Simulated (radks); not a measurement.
The numbers below are computed, except where a source is named.
How relativity changes the ionisation of neutral xenon ([Xe]) to Xe+ ([Kr] 4d10 5s2 5p5). Spin-unpolarised spherical Kohn-Sham, PBE, point nucleus unless stated (finite: rms radius 4.7859 fm), a radial shooting solver on a logarithmic mesh with Libxc functionals. A level marked "c x" has the speed of light scaled by that factor and shares open shells by 2j + 1; other Dirac levels either fill j = l - 1/2 first or share by 2j + 1.

| level | E(Xe) (hartree) | E(Xe+) (hartree) | IE (eV) | HOMO | <r> HOMO (bohr) |
|---|---|---|---|---|---|
| non-rel. | -7234.23321 | -7233.77138 | 12.567 | 5p | 2.331 |
| scalar-rel. | -7447.30127 | -7446.84053 | 12.537 | 5p | 2.313 |
| scalar-rel., finite nucleus | -7447.03737 | -7446.57663 | 12.537 | 5p | 2.313 |
| Dirac, 2j+1 shares | -7450.27001 | -7449.80808 | 12.570 | 5p3/2 | 2.353 |
| Dirac, low j first | -7450.27001 | -7449.82498 | 12.110 | 5p3/2 | 2.353 |
| Dirac, 2j+1 shares, finite nucleus | -7450.00514 | -7449.54320 | 12.570 | 5p3/2 | 2.353 |
| Dirac, c x 0.75 | -7645.42725 | -7644.96369 | 12.614 | 5p3/2 | 2.375 |
| Dirac, c x 0.85 | -7543.19038 | -7542.72786 | 12.586 | 5p3/2 | 2.363 |
| Dirac, c x 1.25 | -7368.52949 | -7368.06780 | 12.563 | 5p3/2 | 2.344 |

NIST Atomic Spectra Database: 12.130 eV (measured). The relativistic part of the total energy of Xe is -215.8 hartree (Dirac, 2j+1 shares, finite nucleus), 3 % of the non-relativistic value. Spin polarisation and multiplet splitting of open shells are left out at every level.

Beside tabulated values, note that relativity, absent from the non-relativistic runs, is large for the heavy elements, and spin-unpolarised runs miss the spin-polarisation part of the exchange energy of open shells.
